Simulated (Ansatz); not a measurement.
`O[SiH2]C(F)[TeH]` + `C[NH][GeH3]` → `C[N]([GeH3])[SiH2]O` + `FC[TeH]`  (ligand exchange at the Si–C bond)

Calculated with Ansatz (gas phase, PBE0-D4/def2-TZVP geometries, no zero-point term in ΔE). CBS: MP2 limit from def2 TZ/QZ plus the TZ coupled-cluster correction, frozen cores. Functionals use def2-TZVPP. B3LYP here is the variant with VWN-RPA as its local correlation; programs differ in this. Elements past krypton have def2 core potentials. For Ge, Te outer-core shells are correlated without core-valence functions, which leaves a few kJ/mol of doubt a bond. Scalar relativity is left out up to krypton. One conformer a species, not always the lowest.

```csv
level,ΔE (kcal/mol),difference from CCSD(T)/CBS
r2SCAN-D4,-18.7,0.8
PBE0-D4,-18.5,1.0
ωB97X-V,-19.5,0.0
ωB97M-V,-19.5,0.0
PBE,-17.0,2.5
r2SCAN,-18.6,0.9
B3LYP,-19.2,0.3
HF/def2-TZVPP,-22.0,-2.5
SCS-MP2/def2-TZVPP,-21.1,-1.6
CCSD/def2-TZVPP,-20.8,-1.3
HF/def2-QZVPP,-22.2,-2.7
MP2/def2-QZVPP,-20.5,-1.0
SCS-MP2/def2-QZVPP,-20.7,-1.2
HF/CBS(def2),-22.2,-2.7
MP2/CBS(def2),-20.1,-0.6
CCSD/CBS(def2),-19.8,-0.3
CCSD(T)/CBS,-19.5,0
```

Largest T1 diagnostic among the species: 0.012.

In def2-TZVPP, CCSD(T) changes the Hartree–Fock value by +1.6 kcal/mol (the triples alone add +0.3 kcal/mol) and MP2 by +1.0 kcal/mol. From PBE to PBE0 (25 % exact exchange), in def2-TZVPP and without D4, ΔE moves by −1.3 kcal/mol.
